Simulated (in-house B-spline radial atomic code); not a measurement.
A fraction x of an electron is moved 3p → 3d in the copper ion Cu⁵⁺, starting from [Ar] 3d6 and keeping the highest spin. Computed with a B-spline radial code for spherical atoms: non-relativistic TPSS, spin-polarised, spherical fractional occupations, point nucleus.

```
    x  E(x) - E(0) (eV)  3p down level (eV)  3d down level (eV)
    0            0.0000            -161.924             -92.245
0.125            8.7091            -161.980             -92.314
 0.25           17.4164            -162.035             -92.383
0.375           26.1221            -162.089             -92.450
  0.5                 ?                   ?                   ?
0.625           43.5286            -162.196             -92.583
 0.75                 ?                   ?                   ?
0.875           60.9287            -162.300             -92.712
    1           69.6263            -162.351             -92.776
```

Q: What belongs in the row x = 0.5?

A: An energy change of 34.8262 eV; 3p down at -162.143 eV, 3d down at -92.517 eV.

Q: What belongs in the row x = 0.75?

A: An energy change of 52.2294 eV; 3p down at -162.248 eV, 3d down at -92.648 eV.

Q: Check Janak's theorem between x = 0.125 and 0.25.

A: The slope of the energy is 69.66 eV; the orbital levels give 69.66 eV (ε of the receiving orbital less ε of the emptying one, averaged over the two points).
